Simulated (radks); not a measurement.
Excited configurations of Ce IV: one electron is placed in a higher orbital outside [Xe]. The ground configuration is [Xe] 4f1. Method: scalar-relativistic Kohn-Sham, r2SCAN, spin-polarised, spherical densities, finite nucleus; open shells are filled with parallel spins first (spin-orbit coupling, left out, can overturn this in heavy ions); meta-GGA in the generalised Kohn-Sham scheme; Fermi nuclear charge, rms radius 4.8771 fm; computed with a radial shooting solver on a logarithmic mesh with Libxc functionals. Excitation = E - E(ground); binding = E(ion) - E, where the ion is the core of charge +4; n* = 4/sqrt(2 binding) in atomic units, and the quantum defect is n - n*.

\begin{tabular}{lrrrrr}
outer orbital & excitation (eV) & binding (eV) & n* & quantum defect & <r> (bohr) \\ \hline
5d & 7.205 & 30.115 & 2.689 & 2.311 & 2.224 \\
5f & 23.591 & 13.729 & 3.982 & 1.018 & 4.339 \\
6p & 16.337 & 20.983 & 3.221 & 2.779 & 3.819 \\
6d & 22.483 & 14.837 & 3.830 & 2.170 & 4.967 \\
7s & 23.084 & 14.237 & 3.910 & 3.090 & 5.862 \\
7d & 28.068 & 9.253 & 4.851 & 2.149 & 8.279 \\
\end{tabular}

The Delta-SCF ionisation energy is 37.320 eV (NIST Atomic Spectra Database: 36.91 eV, semi-empirical). Self-interaction in the functional shifts the binding energies and quantum defects, so they are the method's values and not measured ones. Open shells are spherical and high-spin; term and fine-structure splittings are not resolved. Spin-orbit splitting is averaged out at the scalar-relativistic level.
